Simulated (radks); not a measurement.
Spherical quantum dot in the effective-mass picture: electrons in a hard-walled sphere of radius 9.27, with a point charge +1 (a donor) at the centre, all in effective atomic units (hartree* = m*/eps^2 hartree, bohr* = eps/m* bohr), one dielectric constant everywhere. Method: non-relativistic Kohn-Sham, PBE, spin-polarised, spherical densities; computed with a radial shooting solver with Libxc functionals. Levels are named by radial order and angular momentum (1s, 1p, 1d, 2s, ...), and open shells are averaged over m. Each electron was tried in the lowest free levels, single moves between levels near the top were tried too, and the lowest total energy was kept; such a search can miss a lower state. The series stops at N = 9: beyond it a trial failed or the search could not be trusted, so later rows were left out. At N = 1 the Hartree and exchange-correlation terms need not cancel, so that row can carry a self-interaction error.

N                        open shells  2S  E (hartree*)  mu = E(N) - E(N-1) (hartree*)  addition energy mu(N+1) - mu(N) (hartree*)  rms radius (bohr*)
1                   1s(up 1, down 0)   1     -0.499980                       -0.49998                                      0.4792               1.797
2                               none   0     -0.520738                      -0.020758                                      0.2809               2.876
3                   1p(up 1, down 0)   1     -0.260628                        0.26011                                      0.1160               4.360
4                   1p(up 2, down 0)   2      0.115436                        0.37606                                      0.1263               5.009
5                   1p(up 3, down 0)   3      0.617822                        0.50239                                      0.1490               5.413
6  1p(up 3, down 0) 2s(up 1, down 0)   4       1.26922                        0.65140                                      0.1467               5.653
7  1p(up 3, down 1) 2s(up 1, down 0)   3       2.06735                        0.79812                                      0.1176               5.890
8  1p(up 3, down 2) 2s(up 1, down 0)   2       2.98306                        0.91571                                      0.1233               6.063
9                   2s(up 1, down 0)   1       4.02207                         1.0390                                           -               6.195

All shells are closed at N = 2 (there: 1s2); the second difference of the energy has clear peaks (12 % above both neighbours; the first and last values, which can be the largest, are not judged, and half-filled shells can peak too) at N = none.
